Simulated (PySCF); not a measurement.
## Field gradients at the hydrogen positions

C8H14Si.
Cartesian coordinates in Å at the GFN2-xTB level; atoms count from 1:
```
atom  x, y, z in Å
C1     4.1748   -0.0439    1.4748
C2     3.6203   -0.1877    0.4242
C3     2.9247   -0.3418   -0.8371
C4     1.5533    0.3453   -0.8093
C5     0.6126   -0.2991    0.2029
Si6   -1.0572    0.5979    0.3087
C7    -2.4900   -0.2478    1.2488
C8    -3.4067   -0.1017    0.0197
C9    -2.3652    0.2774   -1.0515
H10    4.6714    0.0769    2.3907
H11    3.5401    0.0908   -1.6320
H12    2.7993   -1.4089   -1.0450
H13    1.6889    1.3993   -0.5597
H14    1.1120    0.2939   -1.8071
H15    1.0943   -0.2880    1.1818
H16    0.4682   -1.3484   -0.0617
H17   -0.8639    2.0182    0.6365
H18   -2.3107   -1.2912    1.4990
H19   -2.8749    0.2371    2.1414
H20   -3.9696   -1.0037   -0.2187
H21   -4.1174    0.7096    0.1675
H22   -2.6717    1.1053   -1.6854
H23   -2.1371   -0.5625   -1.7055
```

Level: PBE0/pcSseg-1 (PySCF, non-relativistic); Q(2H) = 0.00286 b; rigid geometry, the same for H and D, with no vibrational averaging.

Question: Rank these positions by the coupling χzz of a deuteron there, largest first.
A. H12 (methylene hydrogen)
B. H10 (alkyne hydrogen)
C. H16 (methylene hydrogen)
D. H17 (Si–H hydrogen)
E. H23 (methylene hydrogen)

Answer: B (268 kHz), E (216 kHz), C (209 kHz), A (200 kHz), D (106 kHz).

Q: What are Vzz, η and χzz (234.96 MHz × Q × Vzz) at all hydrogens?

A: 
```
atom  bonded to  bond length (Å)  Vzz (au)     η  χzz (kHz)
 H10         C1            1.049    0.3983  0.00        268
 H11         C3            1.094    0.2987  0.02        201
 H12         C3            1.094    0.2980  0.02        200
 H13         C4            1.092    0.3012  0.04        202
 H14         C4            1.092    0.3026  0.03        203
 H15         C5            1.091    0.3077  0.03        207
 H16         C5            1.092    0.3112  0.04        209
 H17        Si6            1.470    0.1584  0.02        106
 H18         C7            1.088    0.3230  0.04        217
 H19         C7            1.086    0.3260  0.04        219
 H20         C8            1.090    0.3125  0.00        210
 H21         C8            1.089    0.3119  0.00        210
 H22         C9            1.087    0.3251  0.04        218
 H23         C9            1.089    0.3218  0.04        216
```

Q: Average by the element that carries the hydrogen.

A: on C: 214 kHz over 13 positions, mean bond length 1.087 Å; on Si: 106 kHz over 1 position, mean bond length 1.470 Å.

Q: How does χzz go with the bond length over the 13 C–H bonds?

A: A straight-line fit has a slope of -14.5 kHz for each 0.01 Å, with a correlation coefficient of -0.98, over lengths from 1.049 to 1.094 Å. The longer bonds have the smaller couplings here.

The structure is a single GFN2-xTB conformer in the gas phase; no vibrational or solvent corrections. GFN2-xTB bond lengths can be off by several hundredths of an ångström, more for odd bonds, and the gradients follow them. With so small a basis the couplings can be 20 % off.
